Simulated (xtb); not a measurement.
CH₉FSi₃, SMILES [SiH3][Si](C)(F)[SiH3]. All values are semi-empirical tight-binding results from xtb (GFN2-xTB unless named), good for trends rather than for accurate numbers. The structure is a stationary point at GFN2-xTB.

```
Item                                            Value
--------------------------------------  -------------
point group as xtb finds it                        Cs
orbital gap                                   3.71 eV
dipole moment                                  1.50 D
zero-point energy                       54.5 kcal/mol
G − E(el) at 298.15 K (modified RRHO)   31.5 kcal/mol
static polarisability (D4 model)          100.7 bohr³
solvation energy, GFN2-xTB/ALPB(water)  -0.8 kcal/mol
solvation energy, GFN2-xTB/ALPB(ether)  -4.5 kcal/mol
```
